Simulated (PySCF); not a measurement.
Job file and geometry (Å, from GFN2-xTB) of an NMR shielding run on SMILES FC[SiH2][SiH2]C[C@H](C)O, C4H13FOSi2, GIAO PBE0/pcSseg-1 NMR shielding, non-relativistic, gas phase (PySCF 2.14.0, density-fitted response routines); density fitting, a coarse starting grid and PySCF grid level 2 are the driver's defaults:

```
$ OMP_NUM_THREADS=1 python probes_run.py task.json out

{"job": {"kind": "nmr", "xc": "PBE0", "basis": "pcSseg-1"}, "charge": 0, "multiplicity": 1}
C     -2.449847     1.583930    -0.013837
C     -1.244485     0.648908    -0.051661
O     -1.623032    -0.692867     0.233029
C     -0.186376     0.996654     0.983924
Si     0.742480    -0.607652     1.442082
Si     1.458264    -1.799417    -0.409729
C      2.424633    -0.645752    -1.617145
F      1.612869     0.395474    -2.038025
H     -2.935748     1.522357     0.958252
H     -3.173178     1.317544    -0.783870
H     -2.128104     2.607934    -0.182490
H     -0.793064     0.686081    -1.054927
H     -2.300000    -0.980581    -0.388222
H      0.479524     1.762131     0.590870
H     -0.662971     1.407194     1.873871
H      1.900971    -0.153432     2.244924
H     -0.072913    -1.417371     2.351125
H      0.439571    -2.437882    -1.253880
H      2.448960    -2.845535    -0.110945
H      2.760727    -1.151794    -2.525239
H      3.292799    -0.178980    -1.144928
```

Task: Write the output of this run.

Result: 
```
coarse grid: 17824 points
cycle   1  E = -913.4447960855  dE =  5.343e-01  |g| = 7.583e-01  |ddm| = 3.878e+00
cycle   2  E = -913.3538801151  dE =  9.092e-02  |g| = 1.057e+00  |ddm| = 1.486e+00
cycle   3  E = -913.5512416296  dE = -1.974e-01  |g| = 8.745e-02  |ddm| = 9.802e-01
cycle   4  E = -913.5524803141  dE = -1.239e-03  |g| = 3.769e-02  |ddm| = 9.245e-02
cycle   5  E = -913.5528041879  dE = -3.239e-04  |g| = 6.907e-03  |ddm| = 3.711e-02
cycle   6  E = -913.5528137634  dE = -9.576e-06  |g| = 2.793e-03  |ddm| = 8.735e-03
final grid: 161336 points
cycle   7  E = -913.6158629483  dE = -3.713e-05  |g| = 1.219e-02  |ddm| = 2.910e-02
cycle   8  E = -913.6158330732  dE =  2.988e-05  |g| = 1.730e-02  |ddm| = 2.194e-02
cycle   9  E = -913.6158942902  dE = -6.122e-05  |g| = 1.045e-03  |ddm| = 1.310e-02
cycle  10  E = -913.6158944948  dE = -2.045e-07  |g| = 3.127e-04  |ddm| = 1.278e-03
cycle  11  E = -913.6158945149  dE = -2.010e-08  |g| = 6.594e-05  |ddm| = 3.556e-04
cycle  12  E = -913.6158945158  dE = -9.666e-10  |g| = 2.015e-05  |ddm| = 8.324e-05
converged SCF energy = -913.6158945158

GIAO shielding tensors (ppm)
atom      isotropic    diamagn.    paramagn.     s11        s22        s33       span
  0 C      157.527     246.852     -89.325    141.205    144.734    186.640     45.435
  1 C      118.936     245.610    -126.674     95.974    109.439    151.394     55.420
  2 O      253.398     392.480    -139.082    192.627    251.965    315.604    122.977
  3 C      164.137     254.623     -90.485    142.520    156.795    193.097     50.578
  4 Si     432.328     879.876    -447.548    402.550    428.164    466.271     63.721
  5 Si     422.240     879.768    -457.528    390.406    425.938    450.375     59.969
  6 C      107.204     244.621    -137.417     54.059     84.509    183.044    128.985
  7 F      466.934     479.635     -12.701    410.700    484.378    505.723     95.023
  8 H       30.504      29.474       1.030     27.159     28.936     35.418      8.258
  9 H       30.444      29.310       1.133     26.251     27.935     37.145     10.894
 10 H       30.424      29.224       1.200     26.200     28.374     36.698     10.498
 11 H       27.544      34.015      -6.471     24.103     27.082     31.447      7.344
 12 H       31.085      34.221      -3.136     22.568     27.079     43.610     21.042
 13 H       30.479      33.353      -2.874     27.146     28.220     36.072      8.927
 14 H       30.449      32.504      -2.055     26.078     29.745     35.525      9.447
 15 H       27.788      29.199      -1.411     24.196     25.470     33.697      9.502
 16 H       27.561      29.329      -1.767     23.759     25.802     33.123      9.364
 17 H       27.574      29.886      -2.312     24.369     26.120     32.234      7.865
 18 H       27.938      28.512      -0.574     24.622     25.437     33.754      9.133
 19 H       26.407      27.367      -0.960     21.556     26.245     31.419      9.863
 20 H       26.722      28.810      -2.088     22.228     26.429     31.508      9.280
```

Task: Turn these shieldings into chemical shifts. Shifts are taken against calculated references (same method and geometry level): TMS for ¹³C (σref 186.93) and ²⁹Si (σref 349.16) and ¹H (σref 31.72); H2O for ¹⁷O (σref 336.08); ¹⁹F (σref 170.95) vs CFCl3.

Result: Averaging equivalent atoms: C 6: 79.7; C 1: 68.0; C 0: 29.4; C 3: 22.8; O 2: 82.7; Si 5: -73.1; Si 4: -83.2; F 7: -296.0; H 19: 5.31; H 20: 5.00; H 11: 4.17; H 16: 4.16; H 17: 4.14; H 15: 3.93; H 18: 3.78; H 14: 1.27; H 8/9/10: 1.26; H 13: 1.24; H 12: 0.63 ppm. Unscaled 19F shifts against computed CFCl3 carry errors that often reach 10 to 50 ppm. Experimental scales use liquid or dissolved standards, which lie at an offset from isolated H2O (liquid H2O: subtract about 36 ppm).

Size and cost of the density-fitted run: 215 basis functions, 39 s wall time on 1 thread of an Arm Neoverse V1, shared host; peak memory 1 GiB.
